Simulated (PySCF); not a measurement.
Trend along the 4d metals: MCl molecules

PBE with triple-zeta basis sets in PySCF, for the lowest determinant that a PBE0 search found; no spin–orbit coupling. De refers to high-spin ground-configuration atoms. A positive dipole means M(−)Cl(+).

| M | basis | state (unpaired electrons) | Re (Å) | ωe (cm⁻¹) | De (eV) | μ (D) |
| --- | --- | --- | --- | --- | --- | --- |
| Y | def2-TZVPP | singlet (closed shell) | 2.379 | 377 | 5.32 | -2.25 |
| Zr | def2-TZVPP | quartet (σ ↑, δ ↑↑) | 2.322 | 389 | n/a | -3.45 |
| Nb | x2c-TZVPPall | quintet (σ ↑, π ↑, δ ↑↑) | 2.282 | 392 | 4.64 | -3.08 |
| Mo | def2-TZVPP | sextet (σ ↑, π ↑↑, δ ↑↑) | 2.273 | 382 | 3.97 | -3.62 |
| Tc | def2-TZVPP | septet (σ ↑↑, π ↑↑, δ ↑↑) | 2.342 | 335 | n/a | -1.67 |
| Ru | def2-TZVPP | quartet (π ↑↑, δ ↑) | 2.186 | 377 | 3.80 | -3.57 |
| Rh | def2-TZVPP | triplet (σ ↑, δ ↑) | 2.241 | 363 | 3.66 | -4.15 |
| Pd | x2c-TZVPPall | doublet (σ ↑) | 2.227 | 356 | 3.05 | -3.94 |
| Ag | def2-TZVPP | singlet (closed shell) | 2.281 | 330 | 3.18 | -4.85 |
| Cd | x2c-TZVPPall | doublet (σ ↑) | 2.381 | 294 | 1.97 | -3.15 |

The shortest bond is that of RuCl (2.186 Å), the longest that of CdCl (2.381 Å).

The rows differ in basis set, which adds steps of its own.

The state changes along the series, so neighbouring rows are not always alike in their bonding.

De is left out where the level can put another filling of the metal’s s and d shells below the measured ground configuration, by anything from nothing to about 1 eV. The metal atom is held in its measured ground configuration; semilocal functionals can put another filling of s and d lower by some tenths of an eV, and De to that atom would be smaller. Spin–orbit coupling is left out. States were picked by a PBE0 search and need not be the measured ground states.
